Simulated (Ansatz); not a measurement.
CH7AlOSi at its PBE0-D4/def2-TZVP geometry, where that method's forces vanish. Total charge 0; spin multiplicity 1. The bonds changed during the relaxation, so this is another structure than the one it started from.

```xyz
11

O     1.2003   -0.0508    1.2125
C    -0.1971    0.1415    1.7681
Al   -0.0414    0.8025   -0.0571
Si   -0.5214   -0.6682   -1.9536
H     1.8413    0.4710    1.7030
H    -0.1596    0.8210    2.6176
H    -0.5563   -0.8396    2.0667
H     0.3619    2.3353   -0.1920
H    -1.8462   -0.3526   -2.5671
H    -0.5688   -2.1044   -1.5499
H     0.4873   -0.5556   -3.0481
```

(1) What forces (eV/Å) does r2SCAN-D4/def2-TZVPP give on these atoms in Ansatz 0.2.0? (Best estimate.)

Answers

(1) The calculation gave: 
```
O1   0.296 -0.078 -0.171
C2  -0.372  0.062  0.160
Al3  0.024  0.028 -0.015
Si4  0.004  0.002 -0.002
H5   0.011  0.030  0.026
H6   0.018 -0.023 -0.003
H7   0.025  0.010  0.006
H8  -0.006 -0.026  0.003
H9   0.025 -0.011  0.003
H10 -0.002  0.018 -0.015
H11 -0.022 -0.012  0.007
```
